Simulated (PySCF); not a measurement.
## 2 WH₃ → WH₂ + WH₄

Level: PBE0 in the def2-TZVP basis family, computed in PySCF with density fitting; scalar-relativistic core potentials for atoms from Rb on, none lighter, no spin–orbit coupling; open shells unrestricted.

```tsv
species	state and structure	ZPE (kJ/mol)	H(298 K) − H(0) (kJ/mol)	S° (J/(mol K))
WH₃	quartet, C3v, W–H 1.710 Å (×3); H–W–H 112.3° (×3)	46.2	11.3	253.0
WH₂	quintet, C2v, W–H 1.713 Å (×2); H–W–H 113.2°	27.1	10.3	247.3
WH₄	triplet, Td, W–H 1.704 Å (×4)	66.5	11.9	245.4
```

Problem. Is the gas-phase reaction uphill or downhill in electronic energy at this level, and by how much?

Solution. At PBE0/def2-TZVP, ΔE = -7.4 kJ/mol, downhill. The bond broken in WH₃ is weaker than the one that a second molecule gains.

Problem. Add zero-point, thermal and entropy terms for 298.15 K and 1 bar.

Solution. ΔZPE = 1.2 and Δ[H(298) − H(0)] = -0.4 kJ/mol give ΔH° = -6.6 kJ/mol. ΔS° = -13.3 J/(mol K), so ΔG° = -6.6 − 298.15 × (-0.0133) = -3 kJ/mol and log₁₀K = 0.5.

Spin–orbit coupling can matter for WH₃, WH₂, WH₄ and is left out. Open d or f shells are single determinants, so the state found may not be the ground state. The structures come from searches over a few start shapes, so lower isomers are not excluded.
